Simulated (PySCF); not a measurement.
# Spin-rotation constants: SMILES CCCC1CC=CC1, C8H14

Geometry (Å), atoms numbered from 1 in this order:
```xyz
22

C    -3.2291   -0.0054    0.0454
C    -1.8297   -0.5517    0.3021
C    -0.7629    0.5265    0.1217
C     0.6472    0.0204    0.4130
C     1.1566   -1.0267   -0.5980
C     2.6047   -0.6803   -0.7733
C     2.9006    0.4937   -0.2452
C     1.7032    1.1449    0.3774
H    -3.9778   -0.7801    0.1935
H    -3.3142    0.3634   -0.9745
H    -3.4477    0.8158    0.7247
H    -1.7751   -0.9429    1.3207
H    -1.6327   -1.3803   -0.3809
H    -0.9847    1.3573    0.7971
H    -0.8048    0.9109   -0.9009
H     0.6550   -0.4298    1.4110
H     1.0178   -2.0487   -0.2432
H     0.6369   -0.9344   -1.5568
H     3.2806   -1.3335   -1.2986
H     3.8622    0.9778   -0.2593
H     1.9155    1.5441    1.3701
H     1.3678    1.9784   -0.2478
```

Theory: GIAO B3LYP/pcSseg-1 magnetisability, rotational g tensor and spin-rotation constants, non-relativistic, gas phase (PySCF 2.14.0). Geometry: GFN2-xTB.

Problem. Give the nuclear spin-rotation constants along the inertial axes (H = +C I·J) beside the isotropic shieldings.

Solution. Rotational constants 5.5703, 1.0106, 0.9052 GHz. A star marks the isotopologue with that one atom substituted, in its own axes.
```
atom  isotope  Caa (kHz)  Cbb (kHz)  Ccc (kHz)  mean (kHz)  σ (ppm)
  H9       1H     -0.222     -0.061     -0.084      -0.123     30.5
 H10       1H     -0.613     -0.118      0.024      -0.236     30.9
 H11       1H     -0.568      0.012     -0.099      -0.218     30.9
 H12       1H     -0.604     -0.116      0.027      -0.231     30.6
 H13       1H     -0.572      0.019     -0.097      -0.216     30.4
 H14       1H     -0.555      0.025     -0.100      -0.210     30.2
 H15       1H     -0.602     -0.126      0.033      -0.232     30.7
 H16       1H     -0.539     -0.121      0.037      -0.208     29.7
 H17       1H     -0.552     -0.028     -0.040      -0.207     29.2
 H18       1H     -0.484     -0.096      0.000      -0.194     29.8
 H19       1H     -0.042      0.004     -0.102      -0.047     26.0
 H20       1H      0.404     -0.076     -0.103       0.075     26.0
 H21       1H     -0.593     -0.026     -0.034      -0.218     29.2
 H22       1H     -0.574     -0.075     -0.002      -0.217     29.7
  C1     13C*      0.760      0.155      0.141       0.352    163.7
  C2     13C*      0.920      0.174      0.147       0.414    152.5
  C3     13C*      0.962      0.212      0.181       0.452    135.1
  C4     13C*      0.976      0.188      0.191       0.452    137.3
  C5     13C*      0.963      0.199      0.181       0.448    137.2
  C6     13C*      2.706      0.333      0.161       1.067     44.0
```
For the geometry as given, no vibrational averaging.

Problem. How do the rotational constants and the g tensor change when H9, H10, H11, H12, H13, H14, H15, H16, H17, H18, H19, H20, H21, H22 are replaced by deuterium?

Solution. Constants 4.0551, 0.8505, 0.7605 GHz; g -0.0160, -0.0060, -0.0018, against -0.0219, -0.0071, -0.0021 before.
